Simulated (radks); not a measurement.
Charge is removed step by step from the 1s1/2 level of the nitrogen ion N+, starting from [He] 2s2 2p2. All-electron calculation, Dirac Kohn-Sham, PBE, spin-unpolarised, spherical densities, finite nucleus; open shells fill j = l - 1/2 first; Fermi nuclear charge, rms radius 2.5582 fm. Program: a radial shooting solver on a logarithmic mesh with Libxc functionals.

removed (e)  E - E(0) (eV)  eigenvalue (eV)  E minus straight line (eV)
0                    0.000          -401.65                       0.000
0.1                 40.548          -409.33                      -3.537
0.2                 81.868          -417.08                      -6.302
0.3                 123.97          -424.89                      -8.289
0.4                 166.85          -432.75                      -9.492
0.5                 210.52          -440.66                      -9.907
0.6                 254.98          -448.62                      -9.528
0.7                 300.24          -456.62                      -8.351
0.8                 346.31          -464.65                      -6.372
0.9                 393.18          -472.71                      -3.589
1                   440.85          -480.78                       0.000

Removing the whole electron costs 440.85 eV by Delta-SCF, against 401.65 eV from minus the eigenvalue at the starting occupation. Slater's transition state (half an electron removed) gives 440.66 eV. Integrating minus the eigenvalue over the occupation (Janak's theorem) gives 440.85 eV. The mean slope of the eigenvalue, de/dn, is 79.1 eV per electron.
